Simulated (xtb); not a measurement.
ITl, charge -1, doublet, from a rough starting geometry (GFN-xTB shapes and energies of metal compounds can be far from the true ones) (a state made from the parent by changing its charge; the spin is typed, not shown lowest); GFN2-xTB run with xtb.

The xtb input:
```
$ xtb mol.xyz --gfn 2 --chrg -1 --uhf 1 --opt vtight --json

# file mol.xyz
2

Tl    -0.89180718    -0.62720218    -0.84442427
I      0.92440703     0.70949008     0.80854458
```

It wrote (shortened):

```
   ID    Z sym.   atoms
    1   81 Tl     1
    2   53 I      2

           -------------------------------------------------
          |                Calculation Setup                |
           -------------------------------------------------

           -------------------------------------------------
          |                 G F N 2 - x T B                 |
           -------------------------------------------------

          ...................................................
          :                      SETUP                      :
          :.................................................:
          :  # basis functions                  14          :
          :  # atomic orbitals                  13          :
          :  # shells                            5          :
          :  # electrons                        11          :
          :  max. iterations                   250          :
          :  Hamiltonian                  GFN2-xTB          :
          :  restarted?                      false          :
          :  GBSA solvation                  false          :
          :  PC potential                    false          :
          :  electronic temp.          300.0000000     K    :
          :  accuracy                    1.0000000          :
          :  -> integral cutoff          0.2500000E+02      :
          :  -> integral neglect         0.1000000E-07      :
          :  -> SCF convergence          0.1000000E-05 Eh   :
          :  -> wf. convergence          0.1000000E-03 e    :
          :  Broyden damping             0.4000000          :
          :  net charge                         -1          :
          :  unpaired electrons                  1          :
          ...................................................

 iter      E             dE          RMSdq      gap      omega  full diag
   1     -5.4180631 -0.541806E+01  0.166E+01    0.00       0.0  T
   2     -5.5685287 -0.150466E+00  0.614E+00    0.00       1.0  T
   3     -5.5706096 -0.208094E-02  0.396E+00    0.00       1.0  T
   4     -5.5713776 -0.767930E-03  0.131E+00    0.00       1.0  T
   5     -5.5715390 -0.161386E-03  0.849E-01    0.00       1.0  T
   6     -5.5715869 -0.479389E-04  0.713E-02    0.00       1.0  T
   7     -5.5715872 -0.319132E-06  0.337E-02    0.00       2.1  T
   8     -5.5715872 -0.253390E-07  0.355E-03    0.00      19.9  T
   9     -5.5715872 -0.437561E-09  0.114E-03    0.00      61.9  T
  10     -5.5715872 -0.335403E-10  0.987E-05    0.00     716.2  T
  11     -5.5715872 -0.404299E-11  0.250E-05    0.00    2831.3  T

   *** convergence criteria satisfied after 11 iterations ***

         :::::::::::::::::::::::::::::::::::::::::::::::::::::
         ::                     SUMMARY                     ::
         :::::::::::::::::::::::::::::::::::::::::::::::::::::
         :: total energy              -5.571230159147 Eh    ::
         :: gradient norm              0.030660807308 Eh/a0 ::
         :: HOMO-LUMO gap              0.000000000437 eV    ::
         ::.................................................::
         :: SCC energy                -5.571587239630 Eh    ::
         :: -> isotropic ES            0.085573718183 Eh    ::
         :: -> anisotropic ES         -0.006231095681 Eh    ::
         :: -> anisotropic XC         -0.014011486397 Eh    ::
         :: -> dispersion             -0.001150257998 Eh    ::
         :: repulsion energy           0.000357080484 Eh    ::
         :: add. restraining           0.000000000000 Eh    ::
         :: total charge              -1.000000000000 e     ::
         :::::::::::::::::::::::::::::::::::::::::::::::::::::

      -----------------------------------------------------------
     |                   =====================                   |
     |                        A N C O P T                        |
     |                   =====================                   |
[...]
 * total energy  :    -5.5712302 Eh     change       -0.1492140E-12 Eh
 * total energy  :    -5.5606702 Eh     change        0.1055991E-01 Eh
 * total energy  :    -5.5724981 Eh     change       -0.1182784E-01 Eh
 * total energy  :    -5.5735330 Eh     change       -0.1034947E-02 Eh
 * total energy  :    -5.5746634 Eh     change       -0.1130409E-02 Eh
 * total energy  :    -5.5746859 Eh     change       -0.2242400E-04 Eh
 * total energy  :    -5.5746861 Eh     change       -0.1899435E-06 Eh
 * total energy  :    -5.5746861 Eh     change       -0.7255462E-07 Eh
   *** GEOMETRY OPTIMIZATION CONVERGED AFTER 8 ITERATIONS ***
         :: total energy              -5.574686124867 Eh    ::
[...]
         :: gradient norm              0.000000367497 Eh/a0 ::
         :: HOMO-LUMO gap              0.000000187560 eV    ::
         ::.................................................::
         :: SCC energy                -5.574767419023 Eh    ::
         :: -> isotropic ES            0.090304220650 Eh    ::
         :: -> anisotropic ES         -0.004976262529 Eh    ::
         :: -> anisotropic XC         -0.009998519670 Eh    ::
         :: -> dispersion             -0.001152766655 Eh    ::
         :: repulsion energy           0.000081294157 Eh    ::
         :: add. restraining           0.000000000000 Eh    ::
         :: total charge              -1.000000000000 e     ::
         :::::::::::::::::::::::::::::::::::::::::::::::::::::

           -------------------------------------------------
          |                Property Printout                |
           -------------------------------------------------

    * Orbital Energies and Occupations

         #    Occupation            Energy/Eh            Energy/eV
      -------------------------------------------------------------
         1        2.0000           -0.5235571             -14.2467
         2        2.0000           -0.4235824             -11.5263
         3        2.0000           -0.2396491              -6.5212
         4        2.0000           -0.2223878              -6.0515
         5        2.0000           -0.2223878              -6.0515
         6        0.5000           -0.0231134              -0.6289 (HOMO)
         7        0.5000           -0.0231134              -0.6289 (LUMO)
         8                          0.1879223               5.1136
         9                          0.2633679               7.1666
        10                          0.2633679               7.1666
        11                          0.2904431               7.9034
        12                          0.2904431               7.9034
        13                          0.5249946              14.2858
      -------------------------------------------------------------
                  HL-Gap            0.0000000 Eh            0.0000 eV
             Fermi-level           -0.0729320 Eh           -1.9846 eV

     #   Z          covCN         q      C6AA      α(0)
     1  81 Tl       0.787    -0.553   682.451    68.367
     2  53 I        0.787    -0.447   405.948    34.783

 Mol. C6AA /au·bohr⁶  :       2088.658753
 Mol. C8AA /au·bohr⁸  :     291251.594126
 Mol. α(0) /au        :        103.150107

Wiberg/Mayer (AO) data.
largest (>0.10) Wiberg bond orders for each atom

 ---------------------------------------------------------------------------
     #   Z sym  total        # sym  WBO       # sym  WBO       # sym  WBO
 ---------------------------------------------------------------------------
     1  81 Tl   0.867 --     2 I    0.867
     2  53 I    0.867 --     1 Tl   0.867
 ---------------------------------------------------------------------------

Topologies differ in total number of bonds
Writing topology from bond orders to xtbtopo.mol

molecular dipole:
                 x           y           z       tot (Debye)
 q only:        0.164       0.066       0.211
   full:       -0.784      -0.632      -0.652       3.049
molecular quadrupole (traceless):
                xx          xy          yy          xz          yz          zz
 q only:       -1.041      -3.656       1.260      -4.553      -3.334      -0.219
  q+dip:       -1.957      -6.893       2.195      -8.370      -6.214      -0.238
   full:       -1.855      -6.534       2.074      -7.927      -5.888      -0.219

optimized geometry written to: xtbopt.xyz

           -------------------------------------------------
          | TOTAL ENERGY               -5.574686124867 Eh   |
          | GRADIENT NORM               0.000000367497 Eh/α |
          | HOMO-LUMO GAP               0.000000187560 eV   |
           -------------------------------------------------
```
